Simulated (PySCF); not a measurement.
Start geometry of Al3H12N3 ((H2Al-mu-NH2)3) from GFN2-xTB (Å):
```
atom  x, y, z in Å
Al1    1.7947   -0.7832   -0.3968
H2     2.5515    0.5663   -0.1451
H3     2.3193   -2.0522   -0.8945
N4     0.5000   -0.1952   -1.7436
Al5   -1.3124    0.6343   -1.3641
H6    -2.3856   -0.4573   -1.4129
H7    -1.3770    1.9503   -2.1804
N8    -0.9154    1.2507    0.4651
Al9   -0.5465    0.1597    2.0870
H10   -1.7566   -0.6933    2.5737
H11    0.2468    1.0602    3.0023
N12    0.6136   -1.1281    1.1147
H13    0.0887   -1.0046   -2.3126
H14    0.8435    0.4233   -2.3635
H15   -1.6482    1.9254    0.7425
H16   -0.0621    1.7687    0.4032
H17    1.1275   -1.6485    1.7692
H18   -0.1381   -1.7596    0.7333
```

Question: What comes out of this run: PBE0-D3(BJ)/def2-SVP geometry optimisation, gas phase (PySCF 2.14.0)?

Answer: 
```
atom  x, y, z in Å
Al1    1.6846   -0.6728   -0.3722
H2     2.3224    0.7046    0.1384
H3     2.6005   -1.8908   -0.8510
N4     0.4524   -0.1611   -1.8076
Al5   -1.2758    0.5627   -1.2300
H6    -2.1704   -0.7231   -0.8971
H7    -1.7640    1.6775   -2.2652
N8    -0.7929    1.4061    0.4676
Al9   -0.4991    0.1551    1.9524
H10   -1.9376   -0.3397    2.4385
H11    0.5537    0.7673    2.9857
N12    0.4217   -1.2867    0.9892
H13    0.2688   -0.9658   -2.4128
H14    0.9322    0.5115   -2.4111
H15   -1.5473    2.0452    0.7331
H16    0.0311    2.0049    0.3587
H17    0.9336   -1.8510    1.6730
H18   -0.2702   -1.9269    0.5881
```

The energy falls by 22.4 kcal/mol over 15 energy and gradient evaluations, the largest force component goes from 0.0807 to 3.2e-04 Eh/bohr, and the atoms move by 0.309 Å rms after alignment. The bond that changes most is Al1–H3 (ends: aluminium bonded to 2 N and 2 H; hydrogen on aluminium), which lengthens by 0.137 Å. Bonds longer at the end by more than 0.005 Å: 10 of 18; shorter: 7. Among the angles that change most is Al5–N4–H13, from 93.7° to 107.8°. Among the dihedrals that turn most is H14–N4–Al5–H7, from -2° to 23°. Rotational constants go from 1802, 1653, 962.8 to 1909, 1738, 1068 MHz. The orientation of the end geometry is arbitrary; only internal coordinates are fixed.

The run used 156 basis functions and 87 SCF cycles in all. The run took 3.6 min on Arm Neoverse V1, one thread, shared host, and the process peaked at 0.64 GiB of memory.

Whether it is a minimum is left open (no frequencies). One conformer, not necessarily the lowest.
